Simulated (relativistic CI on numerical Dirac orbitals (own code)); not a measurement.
Method of calculation: Dirac-Coulomb-Breit CI, orbitals from a KLI potential per configuration, QED by a radiative potential, unscaled Slater integrals (own radial code, finite nucleus).

The strongest absorption lines from the ground level of an ion, among the configurations computed and to levels below about 146 eV (vacuum wavelength in nm, gf): 8.8082 (0.023), 8.8962 (0.031), 9.4686 (0.03), 10.052 (0.064), 10.159 (0.071), 10.182 (0.35), 10.364 (0.26), 10.568 (0.17).

Problem. Which ion is it?
A. Ce XVII
B. Gd XXIII
C. Dy XXV
D. Sm XXI

Solution. D. Sm XXI has 42 electrons and the ground level 4s²4p⁶4d⁶ ⁵D4; the strongest line goes to 4s²4p⁵4d⁷ ⁵D°3. The pattern of lines fixes the number of electrons, and along that sequence the line energies rise steadily with the charge (about as its square where n changes within one kind of shell, about linearly where n is kept but much faster in heavy ions where fine structure, which grows about as Z⁴, sets the gap, and irregularly where shells cross), which fixes Z. Configurations outside the model, such as inner-shell arrays, can give stronger lines. At this charge energies of transitions that change n are usually good to better than 1 %, and those within a shell (Δn = 0) to a few per cent. Terms inside the open d or f shell come out 10 to 20 % too wide with unscaled integrals.

LS names give the leading component of a level, which can be under half, so a name can repeat, a term be missing and a line seem to break the LS rules.
